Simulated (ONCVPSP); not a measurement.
**What one change does to a pseudopotential (Tb, ONCV)**

ONCVPSP 4.0.1 input, shortened (lines: element, Z, core and valence counts, functional; n l f; lmax; l rc ep ncon nbas qcut; lloc lpopt rc5 dvloc0; l nproj debl; icmod fcfact rcfact), PBEsol, scalar-relativistic:

```
  Tb 65.00   10    4  -116133      upf
    1    0    2.00
    2    0    2.00
    2    1    6.00
    3    0    2.00
    3    1    6.00
    3    2   10.00
    4    0    2.00
    4    1    6.00
    4    2   10.00
    4    3    8.00
    5    0    2.00
    5    1    6.00
    5    2    1.00
    6    0    1.50
    2
    0    2.45    0.00    4    9    5.70
    1    1.70    0.00    4    8    5.70
    2    3.30    0.00    5   10    3.70
    4    1    1.40    0.00
    0    3    3.00
    1    1    2.10
    2    3    0.80
    3    3.25    1.40
```

Change: core correction none.

Cutoffs: the cutoffs (Ha) at which the residual kinetic energy of the hardest occupied pseudo-wave falls to 1 and 0.1 mHa per electron; they do not see the model core or the augmentation charge, which bear on the density cutoff. Errors are all-electron minus pseudo energies relative to the spin-unpolarised reference configuration.

Task: Predict the effect on cutoff, ghosts and configuration errors.

Result: The potential gets neither clearly harder nor softer (15 Ha and 57 Ha → 15 Ha and 57 Ha); of the 4 tests that both files solve, the error grows in 2 and shrinks in 0 by more than 15 % and 0.3 meV (median size 2.2 → 3.2 meV); neither file shows a bound ghost.

| quantity | base | changed |
| --- | --- | --- |
| cutoff, loose | 15 Ha | 15 Ha |
| cutoff, tight | 57 Ha | 57 Ha |
| bound ghosts | none | none |
| GHOST(+) flags under 300 eV | s at 181.6 eV | s at 181.6 eV |
| error for 5s2 5p6 5d1 6s2, meV [ΔE -2.73 eV] | +0.7 | +0.8 |
| error for 5s2 5p6 5d1 6s1, meV [ΔE 4.04 eV] | -1.0 | -0.9 |
| error for 5s2 5p6 5d1 6s0, meV [ΔE 16.25 eV] | +3.4 | +5.5 |
| error for 5s2 5p6 5d2 6s0, meV [ΔE 5.31 eV] | +17 | +20 |
| s: phases at 2.49 bohr within 0.05 rad from the reference energy up to (Ha; the scan ends near 5) | 4.5 | 4.5 |
| p: phases at 1.73 bohr within 0.05 rad from the reference energy up to (Ha; the scan ends near 5) | 1.3 | 1.3 |
| d: phases at 3.36 bohr within 0.05 rad from the reference energy up to (Ha; the scan ends near 5) | 3.0 | 3.0 |
